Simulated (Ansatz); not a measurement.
Consider the cleavage of the Si–Si bond: `F[SiH](Cl)[SiH2][SiH3]` + `FBN[SiH3]` → `FBN([SiH3])[SiH3]` + `F[SiH]([SiH3])Cl`.

Program: Ansatz. Geometries: PBE0-D4/def2-TZVP. ΔE: electronic, gas phase. CCSD(T)/CBS adds triple-zeta CCSD(T) − MP2 to the extrapolated MP2 energy (def2 sets, frozen cores). Functionals use def2-TZVPP. One conformer a species, not always the lowest.

(1) Is it downhill or uphill in electronic energy at CCSD(T)/CBS, and by how much? (Estimate.)

(2) What do these levels give: r2SCAN-D4, ωB97X-V, ωB97M-V, B2PLYP, PBE0, CCSD/CBS(def2)? (Estimate.)

Largest T1 diagnostic among the species: 0.012.

Answers

(1) Computed: Downhill: ΔE = -38.2 kJ/mol.

(2) Computed: r2SCAN-D4 -29.0, ωB97X-V -35.0, ωB97M-V -40.1, B2PLYP -37.2, PBE0 -20.5, CCSD/CBS(def2) -39.1 kJ/mol.

The D4 term adds −3.8 kJ/mol with B3LYP and −1.7 kJ/mol with PBE0; it sums over pairs of atoms, weighted by their polarisabilities, and B3LYP, whose exchange is more repulsive, gets the larger term. From PBE to PBE0 (25 % exact exchange), in def2-TZVPP and without D4, ΔE moves by −5.9 kJ/mol.

B3LYP here is the variant with VWN-RPA as its local correlation; programs differ in this.
